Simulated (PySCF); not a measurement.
**Partial charges of `C=C[C@@H]([C@H](C)O[SiH3])C(F)(F)F`**

C₆H₁₁F₃OSi.
Geometry (GFN2-xTB, Å), atoms numbered from 1 in this order:
```xyz
22
C6H11F3OSi angstrom
C     -2.5189    0.8222   -0.8075
C     -1.8326   -0.2916   -0.9856
C     -0.6995   -0.7428   -0.1011
C      0.5805    0.0917   -0.3551
C      1.0158   -0.0225   -1.8129
O      1.5945   -0.3817    0.4724
Si     2.5618    0.4209    1.5025
C     -1.0874   -0.6565    1.3716
F     -0.3155   -1.4161    2.1575
F     -2.3469   -1.0802    1.5841
F     -1.0280    0.5880    1.8705
H     -3.3158    1.0993   -1.4752
H     -2.3295    1.4979    0.0092
H     -2.0558   -0.9457   -1.8159
H     -0.4623   -1.7948   -0.2870
H      0.3520    1.1419   -0.1278
H      0.2384    0.3512   -2.4731
H      1.2309   -1.0605   -2.0541
H      1.9217    0.5595   -1.9595
H      1.7919    1.0995    2.5447
H      3.3602   -0.7010    1.9606
H      3.3341    1.4407    0.7811
```

Density: PBE0/pcSseg-1 (PySCF); schemes: Mulliken, IAO, Hirshfeld and ESP-fitted. One conformer (not necessarily the lowest) at the GFN2-xTB geometry, without solvent, vibrations or thermal averaging.

Q: Atoms with like bonding are taken together and averaged. For which atoms does the sign change between the 4 schemes (beyond +0.03 e in one, beyond −0.03 e in another)?

A: For none.

Q: At which atom do the 4 schemes differ most?

A: At C8: from +0.263 (Hirshfeld) to +0.873 e (Mulliken), 0.610 e apart.

Q: Do the Mulliken, IAO, Hirshfeld and ESP-fitted schemes agree on where the charge is lowest?

A: The schemes don't all agree: Mulliken O6 (-0.632); IAO O6 (-0.647); Hirshfeld O6 (-0.218); ESP-fitted C5 (-0.542).

Q: Tabulate the Mulliken, IAO, Hirshfeld and ESP-fitted charges.

A: In e; atoms taken as equivalent share a row and are averaged (×n: the atom named and its like, n in all):

```tsv
atom	environment	Mulliken	IAO	Hirshfeld	ESP-fitted
C1	terminal =CH2 carbon	-0.112	-0.306	-0.095	-0.422
C2	alkene CH carbon	-0.190	-0.146	-0.041	-0.113
C3	allylic carbon	-0.336	-0.177	-0.055	-0.292
C4	sp3 carbon bound to oxygen	+0.058	+0.113	+0.051	+0.533
C5	methyl carbon	-0.184	-0.429	-0.126	-0.542
O6	silyl ether oxygen	-0.632	-0.647	-0.218	-0.533
Si7	oxygen-bound silicon	+0.689	+0.869	+0.372	+0.603
C8	CF3 carbon	+0.873	+0.804	+0.263	+0.556
F9/F10/F11	fluorine of a CF3 group	-0.271	-0.283	-0.087	-0.189
H12	vinylic hydrogen	+0.125	+0.159	+0.053	+0.186
H13	vinylic hydrogen	+0.128	+0.155	+0.040	+0.194
H14	vinylic hydrogen	+0.111	+0.153	+0.051	+0.149
H15	methine hydrogen	+0.149	+0.167	+0.051	+0.164
H16	methine hydrogen	+0.111	+0.120	+0.029	+0.011
H17/H18/H19	methyl hydrogen	+0.120	+0.148	+0.043	+0.144
H20/H21/H22	Si–H hydrogen	-0.113	-0.143	-0.081	-0.119
```

Mean size of the charges over all atoms: IAO 0.271 e, ESP-fitted 0.257 e, Mulliken 0.237 e, Hirshfeld 0.094 e. Each set sums to the total charge, 0, to within 0.001 e. The IAO scheme counts the electrons in orthogonalised intrinsic atomic orbitals, a minimal basis polarised so that it spans the occupied orbitals exactly.

Some averages cover members that differ in this geometry: H20/H21/H22, ESP-fitted -0.137 to -0.097; H20/H21/H22, IAO -0.158 to -0.125; F9/F10/F11, Hirshfeld -0.100 to -0.073 e.

Q: How closely do the schemes follow one another over all atoms?

A: Correlation coefficient and root-mean-square difference: IAO with Hirshfeld 0.98, 0.224 e; Mulliken with IAO 0.97, 0.089 e; Mulliken with Hirshfeld 0.95, 0.203 e; IAO with ESP-fitted 0.92, 0.136 e; Hirshfeld with ESP-fitted 0.90, 0.207 e; Mulliken with ESP-fitted 0.86, 0.168 e.

Q: Sum the charges by element, for elements with more than one atom.

A: 
```csv
element,atoms,Mulliken,IAO,Hirshfeld,ESP-fitted
C,6,+0.109,-0.141,-0.002,-0.279
F,3,-0.812,-0.848,-0.260,-0.568
H,11,+0.646,+0.768,+0.107,+0.777
```
